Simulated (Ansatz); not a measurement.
A structure relaxed at PBE0-D4/def2-TZVP, charge 0, multiplicity 1:

Cartesian coordinates in Å:
```
C 0.748 -1.521 -0.406
Si -0.581 -0.504 0.399
F -0.573 -0.772 1.985
Si -0.206 1.800 0.076
F -1.467 2.647 0.555
F -0.043 2.049 -1.493
H 0.573 -2.587 -0.241
H 1.736 -1.270 -0.016
H 0.751 -1.340 -1.485
H -1.926 -0.879 -0.112
H 0.988 2.377 0.739
```

Give its formula and SMILES.

CH5F3Si2, `C[SiH](F)[SiH](F)F`.

Summarise the bond lengths by kind.

1 × C–Si 1.857 Å; 3 × C–H 1.092 to 1.094 Å; 3 × F–Si 1.593 to 1.608 Å; 1 × Si–Si 2.357 Å; 2 × H–Si 1.483 to 1.487 Å.

Computed with Ansatz.
